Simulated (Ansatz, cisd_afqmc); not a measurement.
Species: I, charge -1, singlet.

Total energies in def2-SVPD, 8 correlated electrons, 9 frozen orbitals. Open shells are spin-unrestricted; no spin-orbit coupling. Cores are frozen in correlated methods (noble-gas shells, and filled d and f shells in the p block). Past Kr the def2 sets carry scalar-relativistic core potentials. AFQMC/CISD: phaseless, guided by CISD from CCSD amplitudes; bars are statistical, one sigma. Outlying blocks are dropped, and bars are widened where a walk drifts. Over all cases where full CI ran beside it in this data, AFQMC minus full CI had a median of +0.1 mEh and passed +0.4 mEh in a tenth of the cases. Spin-orbit terms, left out, reach several kcal/mol for Br and I, and more for heavier atoms.

```csv
method,program,energy (Eh),error against FCI (mEh)
HF,Ansatz,-296.73862,122.52
MP2,Ansatz,-296.84798,13.16
CCSD,Ansatz,-296.85785,3.29
CCSD(T),Ansatz,-296.86056,0.57
CCSDT(Q),Ansatz,-296.86114,0.00
CCSDTQ,Ansatz,-296.86113,0.00
AFQMC/CISD,cisd_afqmc,-296.8611 ± 0.0002,0.1 ± 0.2
FCI,Ansatz,-296.86114,0.00
```

Ansatz is a quantum-chemistry and plane-wave program.
